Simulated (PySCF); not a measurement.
PySCF 2.14 output of an unrestricted r2SCAN calculation on a single atom or ion in aug-cc-pVTZ-DK3, with scalar relativity by spin-free X2C-1e:

```
SCF conv_tol = 1e-09
number electrons alpha = 26  beta = 23
    J. W. Furness, A. D. Kaplan, J. Ning, J. P. Perdew, and J. Sun.,  J. Phys. Chem. Lett. 11, 8208-8215 (2020)
    J. W. Furness, A. D. Kaplan, J. Ning, J. P. Perdew, and J. Sun.,  J. Phys. Chem. Lett. 11, 9248-9248 (2020)
    J. W. Furness, A. D. Kaplan, J. Ning, J. P. Perdew, and J. Sun.,  J. Phys. Chem. Lett. 11, 8208-8215 (2020)
    J. W. Furness, A. D. Kaplan, J. Ning, J. P. Perdew, and J. Sun.,  J. Phys. Chem. Lett. 11, 9248-9248 (2020)
cycle= 1 E= -6478.87627658996  delta_E= -0.00639  |g|= 0.0154  |ddm|= 0.429
cycle= 2 E= -6478.87630790143  delta_E= -3.13e-05  |g|= 0.00586  |ddm|= 0.0316
cycle= 3 E= -6478.87631478479  delta_E= -6.88e-06  |g|= 0.00116  |ddm|= 0.0109
cycle= 4 E= -6478.87631514259  delta_E= -3.58e-07  |g|= 4.52e-05  |ddm|= 0.00195
cycle= 5 E= -6478.87631514543  delta_E= -2.85e-09  |g|= 2.3e-06  |ddm|= 0.000241
cycle= 6 E= -6478.87631514544  delta_E= -1.09e-11  |g|= 9.83e-08  |ddm|= 1.12e-05
converged SCF energy = -6478.87631514544  <S^2> = 3.7514329  2S+1 = 4.0007164
```

The run itself started from symmetry-adapted Hartree-Fock orbitals and held the occupation by maximum overlap, on a logarithmic radial grid, so the iterations belong to that start.

Task: Which element, charge and spin multiplicity is this?

Result: Sb²⁺ (antimony, charge +2), multiplicity 4; the state was [Kr] 4d10 5s1 5p1 5d1, one real determinant (an excited configuration).

⟨L²⟩ = 8.00 against 12 for a pure F term, so this real determinant mixes terms. The outer electron is Rydberg-like, and this basis confines it to a smaller radius and binds it less than a complete one would.
